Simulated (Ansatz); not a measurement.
Geometry optimisation of C₅H₇AlClFO₂, SMILES `CC1=CC(C)=[O+][Al-]([F])([Cl])[O]1`.

```yaml
crystal:
  periodic: [false, false, false]
  atoms:
    - {symbol: C, position_ang: [1.547083, -2.146511, -0.441622]}
    - {symbol: C, position_ang: [0.926773, -0.838076, -0.033716]}
    - {symbol: C, position_ang: [-0.394441, -0.528327, -0.419996]}
    - {symbol: C, position_ang: [-1.060179, 0.663051, -0.061635]}
    - {symbol: C, position_ang: [-2.482079, 0.894321, -0.495135]}
    - {symbol: O, position_ang: [-0.516412, 1.603957, 0.639436]}
    - {symbol: Al, position_ang: [1.193884, 1.606125, 1.307253]}
    - {symbol: F, position_ang: [1.134129, 1.562544, 2.983085]}
    - {symbol: Cl, position_ang: [2.352127, 3.116318, 0.392742]}
    - {symbol: O, position_ang: [1.669581, -0.049675, 0.672836]}
    - {symbol: H, position_ang: [1.558292, -2.242705, -1.546636]}
    - {symbol: H, position_ang: [0.951790, -2.996109, -0.049433]}
    - {symbol: H, position_ang: [2.579663, -2.210653, -0.055658]}
    - {symbol: H, position_ang: [-0.943364, -1.266001, -1.021147]}
    - {symbol: H, position_ang: [-2.562218, 0.857662, -1.600863]}
    - {symbol: H, position_ang: [-2.831903, 1.876865, -0.132509]}
    - {symbol: H, position_ang: [-3.141827, 0.096613, -0.097003]}
basis:
  gaussian: {orbitals: def2-TZVP}
hamiltonian: {xc: pbe0, dispersion: d4}
relax: {f_tol: 0.005, max_steps: 150}
```

```sh
$ ansatz run in.yaml --threads 4 --pin off --events-out ev --progress --plain --max-ram 66560MiB --backend cuda --devices 0, --max-vram 37GiB
```

Shortened log:

```
Functional definition: PBE0
mean field -31221.83455709 eV, -1147.3812570536 hartree, gradient 1.5e-5 eV, S^2 0.000000; 0 other end points of the search recorded, 0 dependent functions left out
relax step   1: F+E_penalty+E_count = -31222.25514055 eV  Δ(F+E_penalty+E_count) = +0.000e0 eV  max|allowed force component| = 8.227e-1 eV/Å  Δτ_max = 0.0000 Å  (33 SCF iters, accepted)
mean field -31221.92263976 eV, -1147.3844940321 hartree, gradient 1.3e-5 eV, S^2 0.000000; 0 other end points of the search recorded, 0 dependent functions left out
relax step   2: F+E_penalty+E_count = -31222.34762075 eV  Δ(F+E_penalty+E_count) = -9.248e-2 eV  max|allowed force component| = 4.825e-1 eV/Å  Δτ_max = 0.0335 Å  (34 SCF iters, accepted)
mean field -31221.93618828 eV, -1147.3849919308 hartree, gradient 1.3e-5 eV, S^2 0.000000; 0 other end points of the search recorded, 0 dependent functions left out
relax step   3: F+E_penalty+E_count = -31222.36370866 eV  Δ(F+E_penalty+E_count) = -1.609e-2 eV  max|allowed force component| = 8.113e-2 eV/Å  Δτ_max = 0.0223 Å  (34 SCF iters, accepted)
mean field -31221.93663094 eV, -1147.3850081984 hartree, gradient 1.3e-5 eV, S^2 0.000000; 0 other end points of the search recorded, 0 dependent functions left out
relax step   4: F+E_penalty+E_count = -31222.36423056 eV  Δ(F+E_penalty+E_count) = -5.219e-4 eV  max|allowed force component| = 2.563e-2 eV/Å  Δτ_max = 0.0027 Å  (34 SCF iters, accepted)
mean field -31221.93671108 eV, -1147.3850111434 hartree, gradient 1.3e-5 eV, S^2 0.000000; 0 other end points of the search recorded, 0 dependent functions left out
relax step   5: F+E_penalty+E_count = -31222.36427338 eV  Δ(F+E_penalty+E_count) = -4.282e-5 eV  max|allowed force component| = 2.435e-2 eV/Å  Δτ_max = 0.0045 Å  (34 SCF iters, accepted)
mean field -31221.93680467 eV, -1147.3850145828 hartree, gradient 1.3e-5 eV, S^2 0.000000; 0 other end points of the search recorded, 0 dependent functions left out
relax step   6: F+E_penalty+E_count = -31222.36436666 eV  Δ(F+E_penalty+E_count) = -9.328e-5 eV  max|allowed force component| = 1.741e-2 eV/Å  Δτ_max = 0.0051 Å  (34 SCF iters, accepted)
mean field -31221.93683303 eV, -1147.3850156249 hartree, gradient 1.3e-5 eV, S^2 0.000000; 0 other end points of the search recorded, 0 dependent functions left out
relax step   7: F+E_penalty+E_count = -31222.36442665 eV  Δ(F+E_penalty+E_count) = -5.998e-5 eV  max|allowed force component| = 1.035e-2 eV/Å  Δτ_max = 0.0051 Å  (34 SCF iters, accepted)
mean field -31221.93679544 eV, -1147.3850142437 hartree, gradient 1.3e-5 eV, S^2 0.000000; 0 other end points of the search recorded, 0 dependent functions left out
relax step   8: F+E_penalty+E_count = -31222.36460135 eV  Δ(F+E_penalty+E_count) = -1.747e-4 eV  max|allowed force component| = 1.137e-2 eV/Å  Δτ_max = 0.0285 Å  (34 SCF iters, accepted)
mean field -31221.93656439 eV, -1147.3850057528 hartree, gradient 1.8e-5 eV, S^2 0.000000; 0 other end points of the search recorded, 0 dependent functions left out
relax step   9: F+E_penalty+E_count = -31222.36498002 eV  Δ(F+E_penalty+E_count) = -3.787e-4 eV  max|allowed force component| = 7.230e-2 eV/Å  Δτ_max = 0.0847 Å  (33 SCF iters, accepted)
mean field -31221.93724190 eV, -1147.3850306505 hartree, gradient 1.3e-5 eV, S^2 0.000000; 0 other end points of the search recorded, 0 dependent functions left out
relax step  10: F+E_penalty+E_count = -31222.36566367 eV  Δ(F+E_penalty+E_count) = -6.837e-4 eV  max|allowed force component| = 6.660e-2 eV/Å  Δτ_max = 0.0158 Å  (33 SCF iters, accepted)
mean field -31221.93667745 eV, -1147.3850099077 hartree, gradient 1.3e-5 eV, S^2 0.000000; 0 other end points of the search recorded, 0 dependent functions left out
relax step  11: F+E_penalty+E_count = -31222.36550037 eV  Δ(F+E_penalty+E_count) = +1.633e-4 eV  max|allowed force component| = 3.162e-1 eV/Å  Δτ_max = 0.1267 Å  (32 SCF iters, rejected (line search))
mean field -31221.93856976 eV, -1147.3850794485 hartree, gradient 1.3e-5 eV, S^2 0.000000; 0 other end points of the search recorded, 0 dependent functions left out
relax step  12: F+E_penalty+E_count = -31222.36763031 eV  Δ(F+E_penalty+E_count) = -1.967e-3 eV  max|allowed force component| = 1.089e-1 eV/Å  Δτ_max = 0.0634 Å  (33 SCF iters, accepted)
mean field -31221.93879108 eV, -1147.3850875821 hartree, gradient 1.4e-5 eV, S^2 0.000000; 0 other end points of the search recorded, 0 dependent functions left out
relax step  13: F+E_penalty+E_count = -31222.36822658 eV  Δ(F+E_penalty+E_count) = -5.963e-4 eV  max|allowed force component| = 1.820e-1 eV/Å  Δτ_max = 0.0975 Å  (33 SCF iters, accepted)
mean field -31221.94255607 eV, -1147.3852259429 hartree, gradient 1.3e-5 eV, S^2 0.000000; 0 other end points of the search recorded, 0 dependent functions left out
relax step  14: F+E_penalty+E_count = -31222.37207515 eV  Δ(F+E_penalty+E_count) = -3.849e-3 eV  max|allowed force component| = 2.908e-1 eV/Å  Δτ_max = 0.0644 Å  (33 SCF iters, accepted)
mean field -31221.96334143 eV, -1147.3859897907 hartree, gradient 2.3e-5 eV, S^2 0.000000; 0 other end points of the search recorded, 0 dependent functions left out
relax step  15: F+E_penalty+E_count = -31222.39345530 eV  Δ(F+E_penalty+E_count) = -2.138e-2 eV  max|allowed force component| = 1.279e-1 eV/Å  Δτ_max = 0.2000 Å  (31 SCF iters, accepted)
mean field -31221.97052278 eV, -1147.3862537006 hartree, gradient 1.5e-5 eV, S^2 0.000000; 0 other end points of the search recorded, 0 dependent functions left out
relax step  16: F+E_penalty+E_count = -31222.39929021 eV  Δ(F+E_penalty+E_count) = -5.835e-3 eV  max|allowed force component| = 2.548e-1 eV/Å  Δτ_max = 0.1054 Å  (33 SCF iters, accepted)
mean field -31221.97378766 eV, -1147.3863736825 hartree, gradient 1.3e-5 eV, S^2 0.000000; 0 other end points of the search recorded, 0 dependent functions left out
relax step  17: F+E_penalty+E_count = -31222.40251686 eV  Δ(F+E_penalty+E_count) = -3.227e-3 eV  max|allowed force component| = 1.696e-1 eV/Å  Δτ_max = 0.0354 Å  (34 SCF iters, accepted)
mean field -31221.96081388 eV, -1147.3858969048 hartree, gradient 1.5e-5 eV, S^2 0.000000; 0 other end points of the search recorded, 0 dependent functions left out
relax step  18: F+E_penalty+E_count = -31222.38847202 eV  Δ(F+E_penalty+E_count) = +1.404e-2 eV  max|allowed force component| = 5.207e-1 eV/Å  Δτ_max = 0.1952 Å  (31 SCF iters, rejected (line search))
mean field -31221.98271312 eV, -1147.3867016871 hartree, gradient 1.4e-5 eV, S^2 0.000000; 0 other end points of the search recorded, 0 dependent functions left out
relax step  19: F+E_penalty+E_count = -31222.41142328 eV  Δ(F+E_penalty+E_count) = -8.906e-3 eV  max|allowed force component| = 3.589e-2 eV/Å  Δτ_max = 0.0975 Å  (33 SCF iters, accepted)
mean field -31221.98603804 eV, -1147.3868238756 hartree, gradient 1.4e-5 eV, S^2 0.000000; 0 other end points of the search recorded, 0 dependent functions left out
relax step  20: F+E_penalty+E_count = -31222.41455288 eV  Δ(F+E_penalty+E_count) = -3.130e-3 eV  max|allowed force component| = 1.917e-1 eV/Å  Δτ_max = 0.0991 Å  (33 SCF iters, accepted)
mean field -31221.98382335 eV, -1147.3867424874 hartree, gradient 1.8e-5 eV, S^2 0.000000; 0 other end points of the search recorded, 0 dependent functions left out
relax step  21: F+E_penalty+E_count = -31222.41260863 eV  Δ(F+E_penalty+E_count) = +1.944e-3 eV  max|allowed force component| = 4.886e-1 eV/Å  Δτ_max = 0.1500 Å  (33 SCF iters, rejected (line search))
mean field -31221.98952010 eV, -1147.3869518391 hartree, gradient 1.3e-5 eV, S^2 0.000000; 0 other end points of the search recorded, 0 dependent functions left out
relax step  22: F+E_penalty+E_count = -31222.41806229 eV  Δ(F+E_penalty+E_count) = -3.509e-3 eV  max|allowed force component| = 1.918e-1 eV/Å  Δτ_max = 0.0735 Å  (33 SCF iters, accepted)
mean field -31221.99460055 eV, -1147.3871385421 hartree, gradient 1.3e-5 eV, S^2 0.000000; 0 other end points of the search recorded, 0 dependent functions left out
relax step  23: F+E_penalty+E_count = -31222.42298206 eV  Δ(F+E_penalty+E_count) = -4.920e-3 eV  max|allowed force component| = 2.017e-2 eV/Å  Δτ_max = 0.0750 Å  (33 SCF iters, accepted)
mean field -31221.99518583 eV, -1147.3871600508 hartree, gradient 1.3e-5 eV, S^2 0.000000; 0 other end points of the search recorded, 0 dependent functions left out
relax step  24: F+E_penalty+E_count = -31222.42352867 eV  Δ(F+E_penalty+E_count) = -5.466e-4 eV  max|allowed force component| = 1.713e-1 eV/Å  Δτ_max = 0.1099 Å  (33 SCF iters, accepted)
mean field -31221.99649732 eV, -1147.3872082471 hartree, gradient 1.3e-5 eV, S^2 0.000000; 0 other end points of the search recorded, 0 dependent functions left out
relax step  25: F+E_penalty+E_count = -31222.42491160 eV  Δ(F+E_penalty+E_count) = -1.383e-3 eV  max|allowed force component| = 5.699e-2 eV/Å  Δτ_max = 0.0258 Å  (34 SCF iters, accepted)
mean field -31221.99702897 eV, -1147.3872277848 hartree, gradient 1.3e-5 eV, S^2 0.000000; 0 other end points of the search recorded, 0 dependent functions left out
relax step  26: F+E_penalty+E_count = -31222.42546574 eV  Δ(F+E_penalty+E_count) = -5.541e-4 eV  max|allowed force component| = 2.161e-2 eV/Å  Δτ_max = 0.0198 Å  (34 SCF iters, accepted)
mean field -31221.99771063 eV, -1147.3872528356 hartree, gradient 1.3e-5 eV, S^2 0.000000; 0 other end points of the search recorded, 0 dependent functions left out
relax step  27: F+E_penalty+E_count = -31222.42612821 eV  Δ(F+E_penalty+E_count) = -6.625e-4 eV  max|allowed force component| = 4.109e-2 eV/Å  Δτ_max = 0.0586 Å  (33 SCF iters, accepted)
mean field -31221.99803345 eV, -1147.3872646990 hartree, gradient 1.3e-5 eV, S^2 0.000000; 0 other end points of the search recorded, 0 dependent functions left out
relax step  28: F+E_penalty+E_count = -31222.42634512 eV  Δ(F+E_penalty+E_count) = -2.169e-4 eV  max|allowed force component| = 3.723e-2 eV/Å  Δτ_max = 0.0401 Å  (33 SCF iters, accepted)
mean field -31221.99823123 eV, -1147.3872719672 hartree, gradient 1.3e-5 eV, S^2 0.000000; 0 other end points of the search recorded, 0 dependent functions left out
relax step  29: F+E_penalty+E_count = -31222.42647591 eV  Δ(F+E_penalty+E_count) = -1.308e-4 eV  max|allowed force component| = 2.144e-2 eV/Å  Δτ_max = 0.0041 Å  (35 SCF iters, accepted)
mean field -31221.99851617 eV, -1147.3872824386 hartree, gradient 1.3e-5 eV, S^2 0.000000; 0 other end points of the search recorded, 0 dependent functions left out
relax step  30: F+E_penalty+E_count = -31222.42658938 eV  Δ(F+E_penalty+E_count) = -1.135e-4 eV  max|allowed force component| = 1.485e-2 eV/Å  Δτ_max = 0.0132 Å  (35 SCF iters, accepted)
mean field -31221.99858205 eV, -1147.3872848597 hartree, gradient 1.3e-5 eV, S^2 0.000000; 0 other end points of the search recorded, 0 dependent functions left out
relax step  31: F+E_penalty+E_count = -31222.42662754 eV  Δ(F+E_penalty+E_count) = -3.816e-5 eV  max|allowed force component| = 7.168e-3 eV/Å  Δτ_max = 0.0086 Å  (35 SCF iters, accepted)
mean field -31221.99865386 eV, -1147.3872874987 hartree, gradient 1.3e-5 eV, S^2 0.000000; 0 other end points of the search recorded, 0 dependent functions left out
relax step  32: F+E_penalty+E_count = -31222.42664315 eV  Δ(F+E_penalty+E_count) = -1.562e-5 eV  max|allowed force component| = 6.669e-3 eV/Å  Δτ_max = 0.0098 Å  (35 SCF iters, accepted)
mean field -31221.99868753 eV, -1147.3872887359 hartree, gradient 1.3e-5 eV, S^2 0.000000; 0 other end points of the search recorded, 0 dependent functions left out
relax step  33: F+E_penalty+E_count = -31222.42664630 eV  Δ(F+E_penalty+E_count) = -3.149e-6 eV  max|allowed force component| = 3.908e-3 eV/Å  Δτ_max = 0.0029 Å  (36 SCF iters, accepted)
mean field -31221.99868753 eV, -1147.3872887359 hartree, gradient 1.3e-5 eV, S^2 0.000000; 1 other end points of the search recorded, 0 dependent functions left out
Total energy: -31222.42668800 eV, -1147.4030174631 hartree
Atom 0 at     1.571671    -2.084424    -0.519630 Å, force     0.000929    -0.000480     0.001025 eV/Å
Atom 1 at     0.901146    -0.841608    -0.050031 Å, force     0.001406     0.003110    -0.002689 eV/Å
Atom 2 at    -0.375940    -0.505124    -0.497107 Å, force    -0.000567    -0.002219     0.002512 eV/Å
Atom 3 at    -1.056131     0.637036    -0.076651 Å, force     0.000898    -0.000280     0.002138 eV/Å
Atom 4 at    -2.426928     0.935401    -0.573167 Å, force    -0.000521     0.001399    -0.000818 eV/Å
Atom 5 at    -0.572286     1.488725     0.743711 Å, force    -0.002206    -0.000447    -0.002246 eV/Å
Atom 6 at     1.064893     1.437814     1.484570 Å, force     0.000575    -0.000142     0.003908 eV/Å
Atom 7 at     0.937085     1.297830     3.122169 Å, force     0.000124     0.000257    -0.002442 eV/Å
Atom 8 at     2.255498     3.000781     0.742753 Å, force     0.000483     0.000480    -0.000246 eV/Å
Atom 9 at     1.574002    -0.132608     0.772780 Å, force    -0.000439    -0.001871    -0.000651 eV/Å
Atom 10 at     0.953525    -2.655380    -1.209173 Å, force    -0.000780    -0.000599    -0.000267 eV/Å
Atom 11 at     1.824802    -2.700367     0.346806 Å, force    -0.000430     0.000029    -0.000261 eV/Å
Atom 12 at     2.513699    -1.816079    -1.004472 Å, force    -0.000136     0.000092     0.000373 eV/Å
Atom 13 at    -0.866988    -1.167679    -1.194272 Å, force     0.000970     0.001302    -0.000240 eV/Å
Atom 14 at    -2.794224     0.176904    -1.261169 Å, force    -0.000455    -0.000641    -0.000407 eV/Å
Atom 15 at    -2.419356     1.909811    -1.068042 Å, force    -0.000183     0.000162     0.000108 eV/Å
Atom 16 at    -3.103568     1.018368     0.280923 Å, force     0.000330    -0.000150     0.000203 eV/Å
Dipole moment:    -0.701865    -0.945522    -0.912809 e Å
```

It took 100 s on 4 threads of an AMD EPYC 7R13 on a shared host and a share of an NVIDIA H100 80 GB, with 1 GiB of host memory at the peak.
